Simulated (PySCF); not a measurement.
Vertical excitations of a molecule CH7FOSi2 from TDA-PBE/def2-SVPD run with PySCF 2.14.0, as energy in eV (oscillator strength): 5.53 (0.031), 5.96 (0.000), 6.18 (0.003), 6.47 (0.000), 6.57 (0.028), 6.73 (0.047), 6.96 (0.008), 7.03 (0.039), 7.09 (0.006), 7.12 (0.011). Lowest triplet (TDA): 5.08 eV. Coordinates come from a r2SCAN-D4/def2-SVP optimisation. One conformer was computed; it need not be the lowest.

Q: Which molecule gave these data?
A) C[SiH2]O[SiH2]F
B) OC[Si@H](F)[SiH3]
C) C[SiH2][Si@H](O)F
D) O[SiH2][SiH2]CF

A: D, O[SiH2][SiH2]CF
